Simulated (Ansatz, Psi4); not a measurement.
**A ladder of methods for SiH2Br2 (dibromosilane)**

SiH2Br2 has 5 atoms, charge 0, and is taken as a singlet. SMILES: `Br[SiH2]Br`. The coordinates come from a PBE0-D4/def2-TZVP relaxation.

Each level gives the atomisation enthalpy at 298 K (kJ/mol). The values are calculated. The thermal term (zero-point and 298 K enthalpy, harmonic and unscaled) is that of PBE0-D4/def2-TZVP; the spin-orbit lowering of the free atoms at 298 K, 29.8 kJ/mol by their spectra, is taken off.

**What was measured.** NIST-JANAF tables; in doubt: it may be an older value or an estimate gives the atomisation enthalpy at 298 K of the gas as 1300 kJ/mol.

```json
{"level": "HF/def2-SVP", "kind": "Hartree–Fock", "program": "Ansatz", "value (kJ/mol)": "943", "computed − measured": "-357"}
{"level": "BLYP/def2-SVP", "kind": "GGA", "program": "Ansatz", "value (kJ/mol)": "1225", "computed − measured": "-75"}
{"level": "r2SCAN/def2-SVP", "kind": "meta-GGA", "program": "Psi4", "value (kJ/mol)": "1292", "computed − measured": "-8"}
{"level": "M06-2X/def2-SVP", "kind": "hybrid meta-GGA", "program": "Psi4", "value (kJ/mol)": "1271", "computed − measured": "-29"}
{"level": "wB97X-V/def2-SVP", "kind": "range-separated hybrid", "program": "Psi4", "value (kJ/mol)": "1288", "computed − measured": "-12"}
{"level": "B2PLYP/def2-SVP", "kind": "double hybrid", "program": "Ansatz", "value (kJ/mol)": "1235", "computed − measured": "-65"}
{"level": "PBE-QIDH/def2-SVP", "kind": "double hybrid", "program": "Ansatz", "value (kJ/mol)": "1254", "computed − measured": "-46"}
{"level": "MP2/def2-SVP", "kind": "perturbation theory", "program": "Ansatz", "value (kJ/mol)": "1206", "computed − measured": "-94"}
{"level": "CCSD(T)/def2-SVP", "kind": "coupled cluster or CI", "program": "Ansatz", "value (kJ/mol)": "1186", "computed − measured": "-114"}
```

Nearest: r2SCAN/def2-SVP (-8 kJ/mol); farthest: HF/def2-SVP (-357 kJ/mol). Computed less measured by kind, in kJ/mol (def2-SVP rows): Hartree–Fock -357; GGA -75; meta-GGA -8; global hybrid -29; range-separated hybrid -12; double hybrid -65 to -46; perturbation theory -94; coupled cluster or CI -114. Wave-function methods converge slowly with the basis and bind too weakly in sets of this size; that is part of their error here. The measured heats of formation of B, Si, Al and metal atoms are uncertain by some kJ/mol each. All-electron rows without a relativistic Hamiltonian named are non-relativistic. In the correlated wave-function rows the outer d shell of Br is correlated, in sets not made for it.
